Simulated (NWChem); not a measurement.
# Extrapolating the CCSD(T) correlation energy of silicon monosulfide (SSi)

```
Si
S 1 1.9396
```
Charge 0, spin multiplicity 1.

Program: NWChem. The geometry was optimised at PBE0/def2-SVP, a minimum by its harmonic frequencies.

The correlated methods keep 10 core orbitals frozen. Coupled-cluster values serve here as a point of comparison, not as the truth.

Worked example. The CCSD(T) correlation energy is -299.03 mHa in cc-pVTZ and -319.12 mHa in cc-pVQZ. The form E(X) = E∞ + A/X³ turns the pair into an estimate of the basis-set limit.

E∞ = (4³·(-319.12) − 3³·(-299.03))/(4³ − 3³) = -333.8 mHa. The larger basis holds 96 % of that, at about 9 times the processor time of the smaller one. This is a two-point estimate.
